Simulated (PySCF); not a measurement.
Bond stretch in MgO, singlet.

Methods: UKS-PBE = unrestricted PBE/cc-pVTZ in PySCF; UKS-B3LYP = unrestricted B3LYP/cc-pVTZ (PySCF); RHF/cc-pVTZ (PySCF).

Magnitude of the dipole moment (D; its direction can reverse along the curve, and a method can change to another solution) and Mulliken charge of the fragment that holds Mg1:

| R / Å | μ UKS-PBE | q UKS-PBE | μ UKS-B3LYP | q UKS-B3LYP | μ RHF | q RHF |
|---|---|---|---|---|---|---|
| 1.38 | 5.12 | 0.55 | 4.69 | 0.58 | 8.08 | 0.84 |
| 1.48 | 5.62 | 0.49 | 5.17 | 0.52 | 8.56 | 0.77 |
| 1.56 | 5.87 | 0.47 | 5.37 | 0.50 | 8.73 | 0.74 |
| 1.63 | 6.02 | 0.46 | 6.70 | 0.53 | 8.72 | 0.72 |
| 1.65 | 6.05 | 0.46 | 6.73 | 0.53 | 8.70 | 0.72 |
| 1.73 | 6.04 | 0.47 | 5.42 | 0.49 | 8.47 | 0.70 |
| 1.78 | 5.94 | 0.47 | 5.03 | 0.48 | 8.24 | 0.69 |
| 1.86 | 5.69 | 0.48 | 4.15 | 0.46 | 7.78 | 0.67 |
| 1.92 | 5.38 | 0.47 | 3.37 | 0.44 | 7.40 | 0.65 |
| 2.04 | 4.53 | 0.46 | 3.58 | 0.46 | 6.63 | 0.59 |
| 2.15 | 3.71 | 0.43 | 3.93 | 0.47 | 5.96 | 0.53 |
| 2.37 | 4.09 | 0.43 | 4.56 | 0.48 | 4.78 | 0.41 |
| 2.61 | 4.57 | 0.42 | 4.94 | 0.45 | 3.71 | 0.29 |
| 2.85 | 4.84 | 0.39 | 4.92 | 0.40 | 2.83 | 0.19 |
| 3.11 | 4.95 | 0.36 | 4.67 | 0.34 | 2.05 | 0.12 |
| 3.48 | 4.95 | 0.31 | 4.25 | 0.27 | 1.23 | 0.05 |
| 3.86 | 4.93 | 0.27 | 3.85 | 0.21 | 0.70 | 0.02 |
| 4.19 | 4.94 | 0.25 | 3.55 | 0.18 | 0.43 | 0.01 |
| 4.70 | 5.03 | 0.23 | 3.17 | 0.14 | 0.21 | 0.00 |
| 5.22 | 5.17 | 0.21 | 2.91 | 0.11 | 0.12 | 0.00 |
| 6.05 | 5.55 | 0.20 | 2.66 | 0.09 | 0.06 | 0.00 |
| 6.88 | 6.03 | 0.19 | 2.53 | 0.08 | 0.04 | 0.00 |

The unrestricted determinant behind UKS-PBE is spin-contaminated at 1.38 to 6.88 Å (<S²> up to 1.0, against 0.00 for a pure singlet). At the longest distance UKS-PBE leaves fractional charges on the fragments, a sign of delocalisation error or of the restricted form. The unrestricted determinant behind UKS-B3LYP is spin-contaminated at 1.38 to 1.56, 1.73 to 6.88 Å (<S²> up to 1.0, against 0.00 for a pure singlet). The restricted form behind RHF keeps the bonding electrons paired and can't separate into open-shell fragments.
